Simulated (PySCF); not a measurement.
## Atomic charges by several schemes

Species: C6H7F3Si.
Atom-mapped SMILES: `[CH3:1][C:2]1=[CH:3][SiH2:4][C:5]([C:6]([F:7])([F:8])[F:9])=[CH:10]1` (hydrogens: H11, H12, H13 on C1; H14 on C3; H15, H16 on Si4; H17 on C10)

Cartesian coordinates in Å at the GFN2-xTB level; atoms count from 1:
```xyz
17
C6H7F3Si angstrom
C     -2.6522    0.2973   -0.1377
C     -1.2470   -0.1430    0.0991
C     -0.8635   -1.2595    0.7408
Si     1.0138   -1.3966    0.7964
C      1.0804    0.2419   -0.1549
C      2.3161    0.9303   -0.5705
F      2.1183    2.0830   -1.2362
F      3.0819    0.1633   -1.3777
F      3.1064    1.2414    0.4807
C     -0.1542    0.6927   -0.3995
H     -3.3607   -0.4125    0.2815
H     -2.8198    1.2738    0.3165
H     -2.8393    0.3938   -1.2072
H     -1.5830   -1.9488    1.1499
H      1.5709   -2.4922    0.0092
H      1.5971   -1.2628    2.1281
H     -0.3723    1.6099   -0.9284
```

Density: PBE0/pcSseg-1 (PySCF); schemes: Mulliken, IAO, Hirshfeld and ESP-fitted. Geometry: GFN2-xTB; no solvent, vibrations or thermal averaging.

Problem. Atoms with like bonding are taken together and averaged. Which atoms carry the highest charge in the Mulliken, IAO, Hirshfeld and ESP-fitted schemes?

Solution. The schemes don't all agree: Mulliken C6 (+0.935); IAO C6 (+0.801); Hirshfeld Si4 (+0.338); ESP-fitted C6 (+0.639).

Problem. At which atom do the 4 schemes differ most?

Solution. At C6: from +0.247 (Hirshfeld) to +0.935 e (Mulliken), 0.688 e apart.

Problem. Give the atomic charges in each scheme.

Solution. In e; atoms taken as equivalent share a row and are averaged (×n: the atom named and its like, n in all):

| atom | environment | Mulliken | IAO | Hirshfeld | ESP-fitted |
| --- | --- | --- | --- | --- | --- |
| C1 | allylic carbon | -0.110 | -0.429 | -0.113 | -0.584 |
| C2 | fully substituted alkene carbon | -0.327 | +0.037 | +0.019 | +0.327 |
| C3 | alkene CH carbon | -0.320 | -0.446 | -0.150 | -0.551 |
| Si4 | SiH2 silicon | +0.785 | +0.757 | +0.338 | +0.552 |
| C5 | fully substituted alkene carbon | -0.600 | -0.328 | -0.130 | -0.391 |
| C6 | CF3 carbon | +0.935 | +0.801 | +0.247 | +0.639 |
| F7/F8/F9 | fluorine of a CF3 group | -0.279 | -0.289 | -0.104 | -0.211 |
| C10 | alkene CH carbon | +0.032 | -0.111 | -0.028 | -0.077 |
| H11/H12/H13 | methyl hydrogen | +0.131 | +0.156 | +0.051 | +0.170 |
| H14 | vinylic hydrogen | +0.086 | +0.155 | +0.042 | +0.209 |
| H15/H16 | Si–H hydrogen | -0.059 | -0.099 | -0.060 | -0.078 |
| H17 | vinylic hydrogen | +0.082 | +0.162 | +0.054 | +0.153 |

Mean size of the charges over all atoms: ESP-fitted 0.281 e, IAO 0.280 e, Mulliken 0.272 e, Hirshfeld 0.100 e. Each set sums to the total charge, 0, to within 0.001 e. The Mulliken scheme counts on each atom the diagonal of the density matrix times the overlap matrix over that atom's basis functions.

Problem. How many electrons does the ESP-fitted scheme count on F7?

Solution. Its own charge is -0.209 e, so Z − q = 9.209.

Problem. Sum the charges by element, for elements with more than one atom.

Solution. 
```tsv
element	atoms	Mulliken	IAO	Hirshfeld	ESP-fitted
C	6	-0.391	-0.476	-0.155	-0.637
F	3	-0.836	-0.867	-0.311	-0.632
H	7	+0.442	+0.586	+0.129	+0.716
```

Problem. How closely do the schemes follow one another over all atoms?

Solution. Correlation coefficient and root-mean-square difference: IAO with Hirshfeld 0.98, 0.228 e; IAO with ESP-fitted 0.95, 0.112 e; Mulliken with Hirshfeld 0.92, 0.261 e; Mulliken with IAO 0.92, 0.149 e; Hirshfeld with ESP-fitted 0.91, 0.225 e; Mulliken with ESP-fitted 0.79, 0.235 e.
